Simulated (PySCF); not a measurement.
Excitation energy of Zr by level of theory

Zr [Kr] 4d2 5s2 (3F) → Zr [Kr] 4d1 5s2 5p1 (high-spin determinant), as a difference of total energies. All numbers are calculated (PySCF 2.14, scalar relativity through the core potential, in aug-cc-pVDZ-PP with ECP28MDF). Correlated levels: valence: 4s2 4p6 frozen. The calculations carry no spin-orbit coupling.

| method | excitation energy (eV) |
| --- | --- |
| UHF | 2.872 |
| PBE0 | 3.192 |
| CAM-B3LYP | 3.158 |
| HSE06 | 3.199 |
| MP2 (valence) | 2.913 |
| SCS-MP2 (valence) | 2.854 |

Task: How much does correlation contribute at MP2 (valence)?

Result: 2.913 − (2.872) = 0.041 eV, measured against UHF.

The determinant of the upper state mixes LS terms, which raises its energy above the lowest term, most at the Hartree-Fock and MP2 levels.
